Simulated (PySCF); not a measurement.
[AlF6]3- (charge -3).
SMILES: `[F][Al-3]([F])([F])([F])([F])[F]`

The closed-shell ground state was solved at several levels (PySCF, density fitting, gas phase, non-relativistic). Isolated species at its PBE0-D3(BJ)/def2-SVP geometry, gas phase. Whether so highly charged an anion holds all its electrons in the gas phase wasn't checked; a finite basis holds them in any case. The ion is multiply charged and computed without counter-ions or solvent. The geometry's basis has no diffuse functions, a weakness for an anion. The HOMO energy is positive, so at this level the finite basis confines the outermost electrons. No diffuse functions stand in pcSseg-1 (pcSseg-2 on Al), which bears on an anion's orbital energies.

```tsv
level	basis functions	total energy (Eh)	HOMO (eV)	LUMO (eV)	gap (eV)
B3LYP/pcSseg-1 (pcSseg-2 on Al)	145	-841.5238	7.33	14.72	7.39
PBE/pcSseg-1 (pcSseg-2 on Al)	145	-840.7885	9.01	14.35	5.34
```

Problem. Estimate the row for PBE0/pcSseg-1 (pcSseg-2 on Al), a basis of 145 functions; the other rows only guide the guess.

Solution. Total energy -840.8017 Eh, HOMO 7.02 eV, LUMO 15.05 eV, gap 8.03 eV.

Problem. Over all these levels, which gives the widest orbital gap and which the narrowest?

Solution. PBE0/pcSseg-1 (pcSseg-2 on Al) (global hybrid, 25 % exact exchange) has the widest, 8.03 eV, and PBE/pcSseg-1 (pcSseg-2 on Al) (GGA) the narrowest, 5.34 eV. From the narrowest to the widest the HOMO moves by -1.99 eV and the LUMO by +0.70 eV.

Problem. In the pcSseg-1 (pcSseg-2 on Al) basis, how does the gap go with the fixed share of exact exchange?

Solution. PBE (0 %) 5.34 eV; B3LYP (20 %) 7.39 eV; PBE0 (25 %) 8.03 eV. Each rise in the share widens the gap here.
